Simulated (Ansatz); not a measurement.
Ideal-gas functions of C₂H₄AlNS, SMILES `[NH2][Al]1[CH]=[C]1S` at 600 K and 1 bar, from an Ansatz frequency run at PBE0-D4/def2-TZVP.

Molar mass 101.11 g/mol, point group Cs (symmetry number 1), electronic degeneracy 1, moments of inertia 42.656, 356.436, 399.092 u Å². Harmonic wavenumbers (cm⁻¹, unscaled): 132, 162, 256, 259, 277, 329, 385, 419, 657, 673, 859, 877, 929, 1001, 1122, 1434, 1562, 2708, 3148, 3619, 3709.

Use S(trans) = R[1.5 ln M + 2.5 ln T − 1.1517]; rotational temperatures θ = 24.2544 K / I; S(rot) = R[ln(√π/σ · √(T³/θAθBθC)) + 1.5]; for each mode x = 1.438777 ν̃/T, S = R[x/(eˣ − 1) − ln(1 − e⁻ˣ)] and H = RT x/(eˣ − 1); 1 cm⁻¹ = 0.0119627 kJ/mol; R = 8.31446 J/(mol·K).

Question: By hand: the entropy, in J/(mol·K).

Answer: Translation 181.0. Rotation: θ = 0.5686, 0.068, 0.0608 K, giving 122.2. Vibration, mode by mode: 17.91, 16.23, 12.50, 12.41, 11.87, 10.50, 9.27, 8.62, 5.34, 5.18, 3.64, 3.51, 3.19, 2.78, 2.21, 1.22, 0.95, 0.09, 0.04, 0.01, 0.01, in all 127.5. Electronic 0.0. Sum 430.7 J/(mol·K).

Question: By hand: H − E and G − E in kJ/mol, counted from the electronic energy.

Answer: Zero-point energy ½ × 24517 × 0.0119627 = 146.6; thermal vibration 39.9; translation, rotation and pV give 4 RT = 20.0. H − E = 206.5 kJ/mol, and G − E = 206.5 − 600 × 430.7/1000 = -51.9 kJ/mol.

Vibration gives 30 % of the entropy, 17.9 J/(mol·K) of it from the mode under 150 cm⁻¹: soft modes count most, and the harmonic formula is weakest for them. The sum counts one conformer and one mirror image; others add a mixing term.
